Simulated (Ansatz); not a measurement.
The first iterations of a band of Cl2H2OSi + FH (8 atoms, charge 0, multiplicity 1).

Computed with Ansatz, RKS LDA/def2-mTZVP.

```yaml
movable_images: 9
climbing_image: yes
spring: 5.0 eV/Å²
optimiser: quadratic models (default)
start_path: through a guess of the saddle point
force_threshold: 0.03 eV/Å
iteration_limit: 60
end_points: relaxed
```

Initial state:

```xyz
8
Properties=species:S:1:pos:R:3
Si -0.418 -0.843 -0.172
O 0.556 0.330 0.457
Cl 0.587 -1.874 -1.614
Cl -0.945 -2.142 1.309
H -1.590 -0.138 -0.725
H 0.323 1.852 0.082
F 0.090 2.736 -0.222
H 1.399 0.080 0.885
```

Final state:

```xyz
8
Properties=species:S:1:pos:R:3
Si -0.678 -0.252 -0.456
O 1.294 0.402 0.434
Cl 0.551 -1.171 -1.811
Cl -0.825 -1.157 1.418
H -2.028 -0.559 -0.990
H 1.134 1.363 0.555
F -0.736 1.364 -0.486
H 1.288 0.011 1.336
```

| iteration | highest image above the first end (eV) | largest band force component (eV/Å) |
| --- | --- | --- |
| 1 | 3.848 | 32.130 |
| 2 | 0.807 | 2.186 |
| 3 | 0.818 | 3.313 |
| 4 | 0.536 | 0.916 |
| 5 | 0.495 | 0.723 |

Task: Does the band converge within its limit, and where does its top end?

Result: The run converged. It ended after 15 iterations with the highest image 0.535 eV above the first end. A vibrational analysis at the climbing image gives one clearly imaginary mode, 631i cm⁻¹: a first-order saddle point. The orbitals stay closed-shell, which can raise the energy where a bond breaks towards radicals; this wasn't checked here.

Run time: 2.7 min on 4 threads of Arm Neoverse N1, on a shared host, peak memory 0.17 GiB.
